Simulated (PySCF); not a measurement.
# Pt⁺: ionisation energy

Pt⁺ [Xe] 4f14 5d9 [5d3/2^4 5d5/2^5, M_J = 5/2] → Pt²⁺ [Xe] 4f14 5d8 [5d3/2^4 5d5/2^4, M_J = 4], as a difference of total energies. Calculation: PySCF 2.14, in x2c-QZVPPall-2c (16s16p12d7f2g, 191 functions); the two-component X2C-1e Hamiltonian. Correlated levels: [Kr] 4d10 4f14 frozen; the 58 highest virtual spinors dropped. "Screened" scales the spin-orbit matrix elements by Boettger's factors to mimic the two-electron term; Breit and QED terms are absent.

| method | ionisation energy (eV) |
| --- | --- |
| GHF (spin-free) | 16.991 |
| GMP2 (spin-free) | 18.880 |
| GHF (screened spin-orbit) | 16.633 |
| GMP2 (screened spin-orbit) | 18.479 |

Task: How much does correlation contribute at GMP2 (screened spin-orbit)?

Result: 18.479 − (16.633) = 1.846 eV, measured against GHF (screened spin-orbit).

The spin-free rows relax to the high-spin LS determinant and lack the spin-orbit shift.

The labels give the starting determinants; with spin-orbit coupling the two ends relaxed to ⟨J²⟩ = 10.69, ⟨L²⟩ = 7.16, ⟨S²⟩ = 1.27 and ⟨J²⟩ = 20.02, ⟨L²⟩ = 12.47, ⟨S²⟩ = 2.10.

The determinant of Pt⁺ mixes levels of different J (the jj label is only the starting occupation), so the difference between spin-free and spin-orbit rows is not the physical spin-orbit shift.

For comparison: 18.56 ± 0.12 eV (measured; NIST Atomic Spectra Database, ionization energies).
